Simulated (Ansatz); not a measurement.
Zn(NH2)(GeH3) (GeH5NZn), SMILES [NH2][Zn][GeH3]. Atoms are numbered in the order given.

```xyz
8

Zn     0.0941     0.7745    -0.4514
N      0.1641     2.3340    -1.4144
H     -0.4007     3.1244    -1.1058
H      0.0881     2.2849    -2.4296
Ge     0.2024    -1.2242     0.8530
H      1.1680    -2.2719     0.2459
H      0.6952    -0.9641     2.2980
H     -1.1716    -1.9261     0.9831
```

Geometry: B3LYP-D3(BJ)/def2-SVP. The structure was generated by enumeration; whether it is a known compound was not checked. One conformer was computed; it need not be the lowest.

Two levels are set side by side: PBE-D3(BJ)/def2-SVP (Ansatz, a first-principles code) and B3LYP-D3(BJ)/def2-SVP (Ansatz). Each level has its own optimised geometry; the coordinates shown are those of the second. Differences are taken from unrounded values.

```tsv
quantity	B3LYP-D3(BJ)
mean bond length (Å)	1.558
bond Zn1–N2 (Å)	1.834
bond Zn1–Ge5 (Å)	2.389
bond N2–H3 (Å)	1.019
bond N2–H4 (Å)	1.019
bond Ge5–H6 (Å)	1.549
bond Ge5–H7 (Å)	1.549
bond Ge5–H8 (Å)	1.548
```

**Question.** What does PBE-D3(BJ) give, and how far is it from B3LYP-D3(BJ)? (An estimate is asked for; the answer gives what the named calculation found.)

**Answer.** 
| quantity | PBE-D3(BJ) | PBE-D3(BJ) minus B3LYP-D3(BJ) |
|---|---|---|
| mean bond length (Å) | 1.563 | 0.005 |
| bond Zn1–N2 (Å) | 1.838 | 0.004 |
| bond Zn1–Ge5 (Å) | 2.377 | -0.012 |
| bond N2–H3 (Å) | 1.028 | 0.009 |
| bond N2–H4 (Å) | 1.028 | 0.009 |
| bond Ge5–H6 (Å) | 1.557 | 0.008 |
| bond Ge5–H7 (Å) | 1.557 | 0.008 |
| bond Ge5–H8 (Å) | 1.557 | 0.008 |

GGA bonds tend to be longer and softer than those of functionals with exact exchange. Differences between two approximate levels are no errors against the true value.
